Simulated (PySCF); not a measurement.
Working out the ionisation energy of Mn²⁺

Mn²⁺ [Ar] 3d5 (6S) → Mn³⁺ [Ar] 3d4 (5D). Calculation: PySCF 2.14, in ANO-RCC-VTZP (6s5p3d2f1g, 59 functions); scalar relativity by spin-free X2C-1e. Frozen: [Ne]. Energies in hartree (1 hartree = 27.21139 eV):

```csv
part,Mn²⁺ (lower),Mn³⁺ (upper)
UHF,-1156.615591,-1155.422731
MP2 opposite-spin,-0.250303,-0.232498
MP2 same-spin,-0.150538,-0.115481
```

Question: What does Hartree-Fock give?

Answer: (-1155.422731) − (-1156.615591) = 1.192860 hartree = 32.459 eV.

Question: What do MP2 and SCS-MP2 (6/5 opposite-spin, 1/3 same-spin) give?

Answer: The opposite-spin parts differ by 0.484 eV and the same-spin parts by 0.954 eV. MP2: 32.459 + (0.484) + (0.954) = 33.897 eV. SCS-MP2: 32.459 + 1.2 × (0.484) + (0.954)/3 = 33.358 eV.

A first-order spin-orbit estimate adds -0.079 eV to MP2 (valence and next inner shell), giving 33.818 eV against 33.668 ± 0.012 eV (measured; NIST Atomic Spectra Database, ionization energies).

What remains against the reference includes basis incompleteness, the frozen core and correlation beyond second order.
